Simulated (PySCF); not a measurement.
## Zr: ionisation energy

Zr [Kr] 4d2 5s2 (3F) → Zr+ [Kr] 4d2 5s1 (4F), as a difference of total energies. Computed with PySCF 2.14 in x2c-TZVPPall, with scalar relativity by spin-free X2C-1e. Correlated levels: valence and next inner shell: [Ar] 3d10 frozen. The calculations carry no spin-orbit coupling.

```tsv
method	ionisation energy (eV)
UHF	5.187
MP2 (valence and next inner shell)	6.366
SCS-MP2 (valence and next inner shell)	6.457
CCSD (valence and next inner shell)	6.412
CCSD(T) (valence and next inner shell)	6.559
```

**Question.** How much does correlation contribute at CCSD(T) (valence and next inner shell)?

**Answer.** 6.559 − (5.187) = 1.372 eV, measured against UHF.

Errors of the correlated levels include the incompleteness of this basis and the frozen core.

For comparison: 6.639 eV (measured; NIST levels, between the centres of gravity of the two terms).
